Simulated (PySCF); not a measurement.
Compound: 1-acetylimidazole, C5H6N2O.
Structure used (GFN2-xTB), in Å, numbered top down from 1:
```
atom  x, y, z in Å
C1    -2.016   -0.581    0.047
C2    -1.062    0.408    0.657
O3    -1.367    1.233    1.476
N4     0.256    0.312    0.203
C5     0.816   -0.551   -0.719
C6     2.131   -0.222   -0.793
N7     2.408    0.819    0.052
C8     1.291    1.116    0.626
H9    -3.005   -0.417    0.468
H10   -1.695   -1.597    0.265
H11   -2.057   -0.448   -1.032
H12    0.254   -1.304   -1.230
H13    2.903   -0.658   -1.394
H14    1.143    1.890    1.352
```

The geometry is computed with GFN2-xTB (gas phase).

Take the most abundant isotopes and a rigid rotor. The values belong to one conformer with, in the numbering `[CH3:1][C:2](=[O:3])[n:4]1[cH:5][cH:6][n:7][cH:8]1`, C1–C2–N4–C5 0°.

(1) Give the principal moments of inertia and the rotational constants in MHz.

(2) What kind of rotor is it?

(3) What does the inertial defect say?

(4) Give the other two planar moments, Paa and Pbb, and the rms extents of the mass along the axes.

(5) Estimate the classical rotational partition function at 25 K, 100 K and 298.15 K.

## Answers

(1) Ia = 100.48, Ib = 296.12, Ic = 393.44 u·Å²; 505379 MHz·u·Å²/I gives A = 5030, B = 1707, C = 1285 MHz.

(2) An asymmetric top; Ray's κ = -0.775.

(3) Not planar: Δ = Ic − Ia − Ib = -3.16 u·Å². For a rigid frame Δ = −2 Σ m c², so Σ m c² = 1.58 u·Å² lies off the ab plane, practically all of it from hydrogen. The atom farthest from that plane is 0.89 Å away.

(4) Paa = Σ m a² = (Ib + Ic − Ia)/2 = 294.54 and Pbb = Σ m b² = (Ia + Ic − Ib)/2 = 98.90 u·Å². With the mass M = 110.05 u, the rms extents √(P/M) along a, b and c are 1.64, 0.95, 0.12 Å.

(5) Point group Cs, symmetry number σ = 1; q = (√π/σ)·√((kT/h)³/(ABC)), k/h = 20836.6 MHz/K: 6350 at 25 K, 50800 at 100 K, 261000 at 298.15 K.

Stationary, but not proved a minimum. Zero-point vibration and centrifugal distortion are left out.
